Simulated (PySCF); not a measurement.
## Mayer bond orders and bond lengths

Species: C4H11BSe.
Atom-mapped SMILES: `[CH3:1][Se:2][CH2:3][B:4]([CH3:5])[CH3:6]` (hydrogens: H7, H8, H9 on C1; H10, H11 on C3; H12, H13, H14 on C5; H15, H16, H17 on C6)

Cartesian coordinates in Å at the PBE0-D3(BJ)/def2-SVP level; atoms count from 1:
```xyz
17
C4H11BSe angstrom
C      2.427    0.080    0.886
Se     1.025   -1.258    0.814
C      0.343   -0.898   -1.015
B     -0.777   -0.082   -0.285
C     -2.129   -0.809    0.113
C     -0.668    1.491   -0.131
H      3.199   -0.137    0.137
H      2.867    0.024    1.891
H      2.010    1.083    0.731
H      0.100   -1.867   -1.469
H      1.130   -0.379   -1.577
H     -2.864   -0.599   -0.687
H     -2.566   -0.423    1.047
H     -2.053   -1.905    0.191
H     -1.374    1.935   -0.858
H     -0.993    1.845    0.860
H      0.319    1.922   -0.357
```

Bond orders from the PBE0/pcSseg-1 density (PySCF). One conformer (not necessarily the lowest) at the PBE0-D3(BJ)/def2-SVP geometry, without solvent, vibrations or thermal averaging. The calculation is non-relativistic, for selenium too.

Where do the orders between heavy atoms depart from those drawn in the SMILES?

The largest departure is 0.122, at C3–B4 (drawn single, 0.878). Drawn single, order below 0.88: C3–B4 (0.878).

Set the Mayer orders of the bonds between heavy atoms beside their lengths.

| bond | drawn as | length (Å) | Mayer order |
| --- | --- | --- | --- |
| C1–Se2 | single | 1.939 | 1.025 |
| Se2–C3 | single | 1.985 | 0.962 |
| C3–B4 | single | 1.566 | 0.878 |
| B4–C5 | single | 1.586 | 1.066 |
| B4–C6 | single | 1.584 | 1.063 |

Bonds between the same two heavy elements. C–Se: lowest Se2–C3 (0.962, 1.985 Å), highest C1–Se2 (1.025, 1.939 Å). B–C: lowest C3–B4 (0.878, 1.566 Å), highest B4–C5 and B4–C6 (1.066, 1.586 Å); in 2 of the 3 pairs the longer bond (by over 0.003 Å) has the higher order (by 0.02 or more). Bonds named together lie within 0.004.

And the bonds to hydrogen?

C–H: 0.94 to 0.96 (11 bonds).

Sum the orders of all bonds at each heavy atom with more than one neighbour and set the sums beside the valence in the SMILES.

C1 3.858 (drawn 4), Se2 1.987 (drawn 2), C3 3.731 (drawn 4), B4 3.007 (drawn 3), C5 3.920 (drawn 4), C6 3.908 (drawn 4). Orders between atoms that aren't bonded are not in these sums.

The Mayer order sums products of elements of PS (density times overlap matrix) between the two atoms' basis functions, so it depends on the basis set.
